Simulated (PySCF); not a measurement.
From one molecule to another.

First species: C5H10SSi.
Geometry (GFN2-xTB, Å), atoms numbered from 1 in this order:
```
atom  x, y, z in Å
C1    -2.4429    0.0874   -1.1500
C2    -2.2450   -0.9817   -0.0735
C3    -0.8884   -0.9634    0.4315
C4     0.2450   -0.9349    0.8448
Si5    2.0148   -0.8506    1.3458
S6     3.0977    0.0608   -0.2827
C7     2.1984    1.6373   -0.4001
H8    -2.2630    1.0785   -0.7386
H9    -3.4597    0.0500   -1.5343
H10   -1.7527   -0.0735   -1.9754
H11   -2.4499   -1.9726   -0.4898
H12   -2.9374   -0.8108    0.7563
H13    2.1517    0.0202    2.5129
H14    2.6255   -2.1614    1.4836
H15    2.6125    2.1761   -1.2460
H16    1.1423    1.4408   -0.5607
H17    2.3440    2.2097    0.5115
```

Second species: C4H5ClOSi.
SMILES: `Cl[SiH2]C1=CC=CO1`

Levels: CAM-B3LYP/def2-SVPD for dipole moment, HOMO energy, LUMO energy, HOMO–LUMO gap, static isotropic polarisability and electronic spatial extent ⟨r²⟩ about the centre of nuclear charge; TDDFT CAM-B3LYP/def2-SVPD for lowest singlet excitation; TDA CAM-B3LYP/def2-SVPD for lowest triplet excitation (Tamm–Dancoff); GFN2-xTB for rotational constant A and rotational constant C. Geometries: GFN2-xTB. Each species is one conformer at its optimised geometry, gas phase, non-relativistic unless stated. Electronic properties by PySCF.

The conformers computed, where there is a choice (atom-mapped SMILES and torsion angles):
- `[CH3:1][CH2:2][C:3]#[C:4][SiH2:5][S:6][CH3:7]`: C4–Si5–S6–C7 58°
- `[Cl:1][SiH2:2][c:3]1[cH:4][cH:5][cH:6][o:7]1`: Cl1–Si2–C3–C4 -1°

```json
{"property": "dipole moment", "column X": "2.73 D", "column Y": "1.50 D"}
{"property": "HOMO energy", "column X": "-7.98 eV", "column Y": "-8.18 eV"}
{"property": "LUMO energy", "column X": "0.66 eV", "column Y": "0.62 eV"}
{"property": "HOMO–LUMO gap", "column X": "8.64 eV", "column Y": "8.80 eV"}
{"property": "lowest singlet excitation", "column X": "5.47 eV", "column Y": "5.91 eV"}
{"property": "lowest triplet excitation (Tamm–Dancoff)", "column X": "4.94 eV", "column Y": "3.83 eV"}
{"property": "static isotropic polarisability", "column X": "107.7 au", "column Y": "85.2 au"}
{"property": "electronic spatial extent ⟨r²⟩ about the centre of nuclear charge", "column X": "1711 bohr²", "column Y": "1251 bohr²"}
{"property": "rotational constant A", "column X": "2.848 GHz", "column Y": "5.057 GHz"}
{"property": "rotational constant C", "column X": "0.675 GHz", "column Y": "0.854 GHz"}
```

Which column belongs to which species?

Column X is the first species and column Y the second. The first has 17 atoms and 70 electrons, the second 12 and 68.

How does each property change from the first species to the second?

dipole moment -1.23 D; HOMO energy -0.20 eV; LUMO energy -0.04 eV; HOMO–LUMO gap +0.16 eV; lowest singlet excitation +0.44 eV; lowest triplet excitation (Tamm–Dancoff) -1.11 eV; static isotropic polarisability -22.5 au; electronic spatial extent ⟨r²⟩ about the centre of nuclear charge -460 bohr²; rotational constant A +2.209 GHz; rotational constant C +0.179 GHz.

On the first: The polarisability is 15.96 Å³ as a volume (1 au = 0.148185 Å³), or 1.54 au for each of the 70 electrons. No computed singlet falls in the visible range (750 to 380 nm, 1.65 to 3.26 eV); S1 lies 2.21 eV above its blue end.

On the second: No computed singlet falls in the visible range (750 to 380 nm, 1.65 to 3.26 eV); S1 lies 2.65 eV above its blue end. A dipole of 1.50 D is allowed in Cs, and pure rotational transitions are dipole-allowed.
